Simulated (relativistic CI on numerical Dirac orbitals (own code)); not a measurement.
**Cr4+ in a cubic cluster: 3s photoemission with charge transfer**

Computed with a charge-transfer multiplet model of a cubic metal-ligand cluster with up to 2 ligand holes, Slater and spin-orbit integrals from Dirac-Coulomb-Breit ions, Slater integrals scaled by 0.7. The ground state mixes d2 with configurations of k ligand holes L, whose averages lie at kΔ + k(k − 1)U_dd/2; a core hole lowers each added d electron by U_cd. 300 K, Lorentzian 1.4 eV and Gaussian 0.8 eV FWHM.

Atomic integrals in eV (Slater integrals scaled, ζ unscaled), ground: F2dd 8.205, F4dd 5.167, zeta_d 0.039; with the core hole: F2dd 8.854, F4dd 5.603, zeta_d 0.045, G2cd 8.618.

Cluster parameters (eV): Δ = 0.9, U_cd = 7.4, 10Dq = 0.25, 10Dq(ligand) = 0.8, V(eg) = 3.8, V(t2g) = -1.62, final-state hopping factor = 1.

```tsv
Case	n_d	d2	d3L	d4L2	S
U_dd = 6 eV	2.90	0.28	0.54	0.18	1.00
U_dd = 6.7 eV	2.88	0.29	0.55	0.17	1.00
U_dd = 8.1 eV	2.85	0.30	0.55	0.15	1.00
```

Weights, n_d and S are thermal averages at 300 K. Binding energies count from the first peak over 30 % of the highest in each spectrum, which can be another peak from case to case. The parameters are a model scan and need not match a compound or its usual spin state. Peaks in eV (height, largest 100):
- U_dd = 6 eV: 0.0 (100), 5.2 (48), 16.9 (8)
- U_dd = 6.7 eV: 0.0 (100), 5.2 (48), 17.0 (7)
- U_dd = 8.1 eV: 0.0 (100), 5.2 (48), 16.9 (7)

Curve for U_dd = 6.7 eV (points under 2 left out, the grid thinned):

(E (eV), Intensity): (-3.2, 5.9), (-2.6, 8.6), (-2.0, 13.9), (-1.4, 25.8), (-0.7, 61.3), (-0.1, 98.3), (0.5, 80.5), (1.1, 41.1), (1.7, 21.8), (2.3, 14.9), (2.9, 12.9), (3.6, 15.1), (4.2, 23.7), (4.8, 41.1), (5.4, 46.9), (6.0, 31.8), (6.6, 20.5), (7.2, 15.0), (7.8, 12.3), (8.5, 11.4), (9.1, 9.3), (9.7, 6.6), (10.3, 5.3), (10.9, 4.8), (11.5, 3.9), (12.1, 2.9), (12.8, 2.2), (13.4, 2.0), (14.0, 2.1), (14.6, 2.5), (15.2, 3.4), (15.8, 4.8), (16.4, 6.4), (17.0, 7.4), (17.7, 5.5), (18.3, 3.6), (18.9, 2.8), (19.5, 2.6), (20.1, 2.7), (20.7, 3.0), (21.3, 3.3), (22.0, 4.1), (22.6, 4.4), (23.2, 3.2), (23.8, 2.0)

For the case U_dd = 6 eV, Δ = 0.9 eV is smaller than U_dd = 6 eV, the charge-transfer side of the Zaanen-Sawatzky-Allen scheme. With the core hole the average of the configuration with one ligand hole lies at Δ − U_cd = -6.5 eV before mixing: the effective hopping of about 7.5 eV (from the holes of the mixed ground state) is comparable with this gap or larger, so the configurations mix strongly.

With at most 2 ligand holes the space is cut while the next configuration still counts, so covalency is underestimated, and a final configuration with one more ligand hole, which can lie low, is missing from the spectra.

Without intra-shell correlation the exchange splitting of the 3s hole comes out too large.
